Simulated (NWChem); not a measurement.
System: C$_{2}$H$_{2}$BrF; SMILES F/C=C\Br

```xyz
6

F     -0.7873     2.0531     0.0000
C      0.4978     1.7519     0.0000
C      0.9643     0.5063     0.0000
Br    -0.1395    -0.9991     0.0000
H      1.1570     2.6256     0.0000
H      2.0374     0.3146     0.0000
```
Atoms are numbered in this order, from 1.

All runs: NWChem. Pople sets run with spherical d functions. Coordinates come from a PBE0/def2-SVP optimisation.

Task: What does the run give for TPSS/6-31G*? Quantities: highest occupied level (eV); orbital gap (eV); dipole (D).

Result: 
```yaml
highest occupied level (eV): -5.91
orbital gap (eV): 5.36
dipole (D): 2.03
```
